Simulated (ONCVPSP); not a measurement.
**Reading a pseudo-wave (Mn (Z = 25))**

Columns: radius, all-electron u(r) and pseudo u(r) of the 3s shell (level -87.79 eV) of manganese in the configuration [Ne] 3s2 3p6 3d5 4s1.75; PBE, scalar-relativistic, ONCV scheme, ONCVPSP 4.0.1.

```
r (bohr)  all-electron  pseudo
   0.063        0.1655  0.0821
   0.126       -0.4203  0.1715
   0.189       -0.6404  0.2735
   0.252       -0.4982  0.3904
   0.315       -0.1683  0.5202
   0.378        0.2090  0.6574
   0.441        0.5529  0.7936
   0.504        0.8271  0.9191
   0.567        1.0225  1.0247
   0.630        1.1431  1.1029
   0.693        1.2008  1.1497
   0.756        1.2091  1.1642
   0.819        1.1805  1.1483
   0.882        1.1269  1.1074
   0.945        1.0569  1.0469
   1.008        0.9777  0.9736
   1.071        0.8945  0.8933
   1.134        0.8112  0.8109
   1.197        0.7302  0.7301
   1.260        0.6533  0.6532
   1.323        0.5815  0.5814
   1.386        0.5153  0.5152
   1.449        0.4550  0.4549
   1.512        0.4005  0.4004
   1.575        0.3515  0.3515
   1.638        0.3078  0.3078
```

(1) How many radial nodes do the two functions have?

(2) At about which radius was the pseudo-wave matched?

(3) Where does each function peak?

(4) Is the pseudo-wave norm-conserving?

Answers

(1) The all-electron 3s function has n − l − 1 = 2; the pseudo-wave has 0, since the states of the same l below it are removed with the core.

(2) 1.26 bohr. The columns agree to 0.0005 from 1.13 bohr on; several derivatives are matched, so the curves merge somewhat inside the radius.

(3) Outermost all-electron maximum near 0.76 bohr, pseudo maximum near 0.76 bohr (to the table’s step).

(4) Yes: the ONCV scheme keeps the norm inside the radius equal to the all-electron one, which fixes the energy derivative of the logarithmic derivative at the level.
